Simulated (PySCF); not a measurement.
Structure problem from calculated spectra and properties.

Elements present: C, Cl, F and H. Monoisotopic mass: 152.0768 u.

- 13C NMR: chemical shifts (computed TMS as zero) by class: 98.1 (1 C), 52.5 (1 C), 42.8 (1 C), 33.8 (1 C), 22.2 (1 C), 18.7 (1 C), 12.4 (1 C) ppm [GIAO PBE0/pcSseg-1]
- NMR, other nuclei: isotropic shieldings of nuclei other than C and H, by class: 408 (1 F), 876 (1 Cl) ppm [GIAO PBE0/pcSseg-1]
- Rotational structure: rotational constants A, B, C: 1.795, 0.786, 0.736 GHz [GFN2-xTB]
- 1H NMR: chemical shifts (computed TMS as zero) by class: 4.62 (1 H), 3.83 (1 H), 3.38 (1 H), 1.76 (1 H), 1.71 (1 H), 1.20 (3 H), 0.96 (3 H), 0.80 (3 H) ppm [GIAO PBE0/pcSseg-1]
- Dipole: 2.31 D [PBE0/pcSseg-1]

Gas-phase values; electronic properties from PySCF, density fitting. Levels stand in brackets. The structure is a single GFN2-xTB conformer in the gas phase; no vibrational or solvent corrections. NMR values are class means; diastereotopic atoms form classes of their own.

**Question.** Which formula fits the mass and the elements?

**Answer.** C7H14ClF (calculated 152.0768). No other formula that holds each of these elements comes within 0.0003 u with a fitting electron parity and a possible valence count.

**Question.** Give a SMILES that accounts for the data.

**Answer.** Numbering: `[CH3:1][CH:2]([CH3:3])[C@@H:4]([F:5])[C@H:6]([CH3:7])[CH2:8][Cl:9]`. Its formula, C7H14ClF, gives 0 degrees of unsaturation, so no ring and no π bond. 7 carbons fall into 7 classes; from least to most shielded: sp3 C–F carbon [C4] (98.1 ppm), sp3 C–Cl carbon [C8] (52.5 ppm), sp3 CH carbon [C6] (42.8 ppm), sp3 CH carbon [C2] (33.8 ppm), methyl carbon [C1] (22.2 ppm), methyl carbon [C3] (18.7 ppm), methyl carbon [C7] (12.4 ppm). Hydrogen classes from least to most shielded: 1 H on an sp3 C–F carbon, C4 (4.62 ppm), 1 H on an sp3 C–Cl carbon, C8 (3.83 ppm), 1 H on an sp3 C–Cl carbon, C8 (3.38 ppm), 1 H on an sp3 CH carbon, C2 (1.76 ppm), 1 H on an sp3 CH carbon, C6 (1.71 ppm), 3 H on a methyl carbon, C1 (1.20 ppm, a mean of values up to 1.2 ppm apart in this geometry), 3 H on a methyl carbon, C7 (0.96 ppm, a mean of values up to 0.6 ppm apart in this geometry), 3 H on a methyl carbon, C3 (0.80 ppm). The other shieldings belong to: 408 ppm, alkyl fluorine [F5]; 876 ppm, alkyl chlorine [Cl9]. The optimised geometry has point group C1 and is an asymmetric top. Structure: `[C@@H](CCl)([C@@H](C(C)C)F)C`. The assignments are read from this structure; whether some other isomer fits the data as well wasn't checked. The mirror image fits equally.

The values belong to the conformer `[CH3:1][CH:2]([CH3:3])[C@@H:4]([F:5])[C@H:6]([CH3:7])[CH2:8][Cl:9]`: C1–C2–C4–F5 61°, C2–C4–C6–C7 -62°, C4–C6–C8–Cl9 -69°.
